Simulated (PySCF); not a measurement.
Compound: C7H11 (doublet state).
Cartesian coordinates in Å at the GFN2-xTB level; atoms count from 1:
```xyz
18
C7H11 angstrom
C      1.304   -0.282   -2.069
C      0.193   -0.147   -1.421
C     -0.398    0.094   -0.098
C     -1.453    1.208   -0.189
C     -1.051   -1.196    0.409
C      0.745    0.566    0.772
C      1.395   -0.145    1.677
H      2.298   -0.209   -1.620
H      1.318   -0.485   -3.131
H     -2.262    0.909   -0.851
H     -1.009    2.122   -0.578
H     -1.864    1.412    0.798
H     -1.906   -1.443   -0.215
H     -1.390   -1.064    1.434
H     -0.350   -2.026    0.370
H      1.062    1.578    0.555
H      1.135   -1.160    1.924
H      2.225    0.275    2.221
```

The hyperfine couplings belong to this conformer and change with its torsions.

Identity: `C=[C]C(C)(C)C=C` [radical].

Computed with UKS B3LYP, pcH-1 on C H, non-relativistic, mean-field spin-orbit, GIAO in PySCF. Isolated species at its GFN2-xTB geometry (one conformer only). Couplings are sensitive to structure, and on GFN2-xTB geometries they can be far from those on DFT ones. The SCF solution wasn't tested for stability.

(1) What is the g tensor, term by term?

(2) How much does each term add to the isotropic shift?

(3) At 9.344 GHz, how far is the centre of the isotropic spectrum from where a free electron (g = 2.002319) resonates?

(4) In a frozen sample, at which fields do the three g values resonate at 9.5, 34, 94 and 263 GHz (hyperfine left aside), and which band first spreads them over more than twice a line width of 0.5 mT?

Results:

(1) 
```
                    Δg (ppm)     1     2     3
relativistic mass correction  -151  -151  -151
            gauge correction    35    12     6
   orbital Zeeman/spin–orbit  -682   -24   657
                       total  -798  -162   512
```

So g = 2.00152, 2.00216, 2.00283 and g_iso = 2.00217; the tensor is rhombic: the two nearest values differ by 49 % of g3 − g1. 

(2) The mass correction -151, the gauge correction 17 and the orbital-Zeeman/spin–orbit term -16 ppm, for a total of -149 ppm. The mass correction is the largest in size. The mass correction is the same along every axis, so the anisotropy comes from the other two: their spans along these axes are 29 (gauge) and 1340 ppm (orbital Zeeman/spin–orbit).

(3) B = hν/(g μB) with μB/h = 13.99624 MHz/mT gives 333.42 mT for the free electron and 333.44 mT at g_iso, 0.02 mT higher.

(4) 
```tsv
band	GHz	B(g3) mT	B(g2) mT	B(g1) mT	spread mT
X	9.5	338.90	339.01	339.12	0.22
Q	34.0	1212.89	1213.30	1213.69	0.79
W	94.0	3353.30	3354.43	3355.49	2.20
J	263.0	9382.09	9385.26	9388.24	6.14
```

The spread grows in proportion to the frequency. W band is the first where it exceeds 1.0 mT.

Largest spin populations (Mulliken): C2 (+0.96), C1 (-0.16), H8 (+0.10) and C7 (+0.07). No atom but C2 exceeds +0.15. The positive populations add up to 1.20 and the negative ones to -0.20, together 2S = 1.

The HOMO–LUMO gaps are 5.84 eV among the α and 5.30 eV among the β orbitals.

Time: 79 s of wall time (grids of density and orbitals included); peak memory 1.1 GiB. Hardware: one thread, Arm Neoverse V1 (aarch64), shared host.
